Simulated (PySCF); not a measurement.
Magnetic shielding above rings: a mixed set.

NICS is the negative of the GIAO shielding at a point without a nucleus: at the ring centre (0) and 1 Å above and below it (1); zz is the component along the ring normal. Level: GIAO PBE0/pcSseg-1 (PySCF, non-relativistic, gas phase) on the GFN2-xTB geometries, one conformer each. Atom numbers follow the mapped SMILES.

**Question.** Order these rings by mean NICS(1)zz, lowest (most negative) first (ppm).
A. ring C4–C5–C6 in `[O:1]=[CH:2][O:3][c:4]1[cH:5][c:6]1=[O:7]`
B. ring C2–C3–C4–C5 in `[CH2:1]=[C:2]1[CH2:3][CH2:4][C@H:5]1[S:6](=[O:7])(=[O:8])[OH:9]`
C. ring C3–C4–C5–C6–S11 in `[CH3:1][S:2][c:3]1[cH:4][cH:5][c:6]([S:7](=[O:8])(=[O:9])[Cl:10])[s:11]1`
D. ring C2–C3–C4–C5–C6–C7 in `[CH3:1][c:2]1[cH:3][cH:4][cH:5][cH:6][c:7]1[S:8](=[O:9])(=[O:10])[Cl:11]`
E. ring C3–C4–C5–C6–C7 in `[CH3:1][CH2:2][CH:3]1[CH2:4][CH2:5][CH2:6][CH2:7]1`
F. ring C4–C5–C6–C7–Si9 in `[CH2:1]=[C:2]([CH3:3])[C:4]1=[CH:5][CH:6]=[C:7]([Cl:8])[SiH2:9]1`
G. ring C2–C3–S4–C5–P6 in `[CH3:1][c:2]1[cH:3][s:4][cH:5][p:6]1`

**Answer.** D (-27.5), G (-25.9), C (-21.8), A (-9.7), E (-3.4), B (0.1), F (6.1).

```csv
SMILES,ring,NICS(0),NICS(1),NICS(1)zz,HOMA,rms pucker (Å),ring atoms with four or more neighbours
Cc1ccccc1S(=O)(=O)Cl,6-membered carbocycle; formal bonds all aromatic,-9.5,-11.5,-27.5,0.99,0.00,0
Cc1cscp1,5-membered ring with P and S; formal bonds all aromatic,-11.4,-11.3,-25.9,0.70,0.00,0
CSc1ccc(S(=O)(=O)Cl)s1,5-membered ring with S; formal bonds all aromatic,-12.0,-10.3,-21.8,0.85,0.00,0
O=COc1cc1=O,3-membered carbocycle; bonds drawn aromatic by RDKit's count,-22.5,-8.4,-9.7,0.51,0.00,0
CCC1CCCC1,5-membered carbocycle; formal bonds all single,-5.2,-3.9,-3.4,–,0.18,5
C=C1CC[C@H]1S(=O)(=O)O,4-membered carbocycle; formal bonds all single,2.9,-0.9,0.1,–,0.05,3
C=C(C)C1=CC=C(Cl)[SiH2]1,"5-membered ring with Si; formal bonds 2 double, 3 single",1.9,-0.6,6.1,–,0.00,1
```

NICS(0) gives another order. The isotropic NICS(1) gives the same order. Over the 4 rings with a HOMA value its correlation coefficient with NICS(1)zz is -0.83. HOMA uses Krygowski's 1993 parameters; it is left out where a ring has a four-coordinate atom, a triple bond, no multiple bond or a kind of bond without parameters. NICS(1) and NICS(1)zz are means over the two faces.
